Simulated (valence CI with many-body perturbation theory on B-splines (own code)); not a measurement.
**Which ion has this spectrum?**

A relativistic CI+MBPT calculation for an atom or ion with 14 electrons gives these levels (eV):

| J | Parity | E | g |
| --- | --- | --- | --- |
| 0 | even | 0.00 |  |
| 1 | even | 45.12 | 1.50 |
| 2 | even | 50.71 | 1.20 |
| 2 | even | 99.89 | 1.29 |
| 0 | even | 112.33 |  |
| 2 | odd | 132.15 | 1.68 |
| 1 | odd | 149.84 | 0.92 |
| 2 | odd | 172.27 | 1.45 |
| 2 | odd | 173.85 | 0.83 |
| 3 | odd | 181.66 | 1.30 |
| 1 | odd | 195.08 | 1.09 |
| 0 | odd | 195.09 |  |
| 2 | odd | 198.93 | 1.08 |
| 3 | odd | 200.09 | 1.13 |

The energies are calculated, and their last digits are not significant.

(1) Which is it?
A. Ag33+
B. In35+
C. Te38+
D. Sb37+

Results:

(1) B. In35+, ground level (3s^2 3p1/2^2) J=0.
